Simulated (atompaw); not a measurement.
**Ranking PAW (atompaw) potentials for Al (Z = 13)**

All share these settings but for the change named:

| Property | Result |
| --- | --- |
| Element | aluminium (Al) |
| Generator | atompaw 4.2.0.5 |
| Type | PAW |
| Functional | LDA (PW92) |
| Relativity | scalar-relativistic |
| Frozen core | [Ne] |
| Valence charge | 3 |
| Reference configuration | 3s1 3p2 |
| Partial waves | 3s (bound): rc 1.60 bohr; 3s channel at 0.45 Ry: rc 2.25 bohr; 3p (bound): rc 2.25 bohr; 3p channel at 0.3 Ry: rc 2.25 bohr; 3d channel at 0.45 Ry: rc 2.25 bohr |
| Local potential | troulliermartins scheme with l = 3 at 0 Ry, radius 1.90 bohr |
| Core correction | smooth core density matched at 1.20 bohr |
| Augmentation charge | besselshape compensation charge, radius 2.10 bohr; PAW radius 2.25 bohr; waves and projectors: custom rrkj gramschmidtortho |

Cutoff: the first of the cutoffs (Ry, on a coarse ladder) from which the occupation-weighted sum of valence levels, in a spherical-Bessel basis at the reference potential, stays within 10 and 1 mRy of its value at 400 Ry; the density cutoff is not measured.

The base gives 8 Ry.

Of 9 variants that were run, those that failed, showed a ghost or another fault, or gave nearly equal values are left out.

A variant can come out equal or close to the base.

(1) Rank these variants from softest to hardest (loose cutoff).
A. augmentation besselshape compensation charge, radius 2.10 bohr; PAW radius 2.25 bohr; waves and projectors: custom polynom2 7 10 vanderbiltortho
B. reference 3s2 3p0.5; added wave 3d channel at 2.8 Ry: rc 2.25 bohr
C. augmentation besselshape compensation charge, radius 2.10 bohr; PAW radius 2.25 bohr; waves and projectors: custom polynom vanderbiltortho

Answers

(1) C (6 Ry), A (8 Ry), B (12 Ry).
